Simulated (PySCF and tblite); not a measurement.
Values are calculated unless marked as measured or tabulated.
2‐bromophenol, C₆H₅BrO, numbered as in [OH:1][c:2]1[cH:3][cH:4][cH:5][cH:6][c:7]1[Br:8].

Free energies: PBE0-D3(BJ)/def2-TZVP (IEF-PCM, chloroform) on PBE0-D3(BJ)/def2-SVP structures plus GFN2-xTB thermal terms, symmetry and mirror images included. Conformers within 3 kcal/mol (GFN2-xTB free energy) were kept, 8 at most. Couplings: B3LYP/pcSseg-1 with pcJ-1 on H (gas phase; spin-dipole term only for pairs with B, N, F, Si or P). Couplings are for ¹H. Codes: tblite and PySCF.

Torsions listed: H1–O1–C2–C3.

```tsv
conformer	shape	weight %
1	-179°	92.9
2	0°	7.1
```

Task: Give the couplings in each conformer and the averages at 298.15 K (pairs that fast motion interchanges averaged).

Result: 
| coupling | pairs | 1 | 2 | average (Hz) |
| --- | --- | --- | --- | --- |
| ⁵J(H1,H6) | 1 | -0.6 | 0.4 | -0.5 |
| ³J(H3,H4) | 1 | 9.2 | 8.8 | 9.2 |
| ⁴J(H3,H5) | 1 | 1.1 | 0.9 | 1.1 |
| ³J(H4,H5) | 1 | 8.2 | 8.3 | 8.2 |
| ⁴J(H4,H6) | 1 | 1.1 | 1.1 | 1.1 |
| ³J(H5,H6) | 1 | 9.3 | 9.1 | 9.2 |

Spin–orbit effects of the heavy atoms on shieldings are missing.
